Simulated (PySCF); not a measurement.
**Relaxation of doublet CeH₃**

All numbers come from UPBE0 in PySCF with Ce def2-SVP with ECP28, H def2-SVP; scalar-relativistic core potentials, no spin–orbit coupling; density-fitted integrals. A (50,194) grid was used.

A start displaced from a saddle point along its imaginary mode, of C3v symmetry, held to at least that symmetry:

Coordinates in bohr (charge 0 multiplicity 2):
```
Ce    0.0000    0.0000   -0.0049
H     3.9068    0.0000    0.2268
H    -1.9535    3.3834    0.2268
H    -1.9534   -3.3835    0.2268
```

(1) What does it relax to?

(2) How much energy is released, and in how many steps?

## Answers

(1) It ends at C3v with Ce–H 2.056 Å (×3); H–Ce–H 112.4° (×3). A frequency run shows a minimum. Other isomers or separated fragments may lie lower.

(2) 4.0 kJ/mol in 7 steps.

Open d and f shells are described by one determinant, and the ground state may have another occupation or spin. The pruned grid is coarse for the open f shell: energies are uncertain by about 2 kJ/mol and soft modes are noisy. No spin–orbit coupling is included, which matters more the heavier the element.

The relaxation took roughly 80 core-seconds on a shared host.
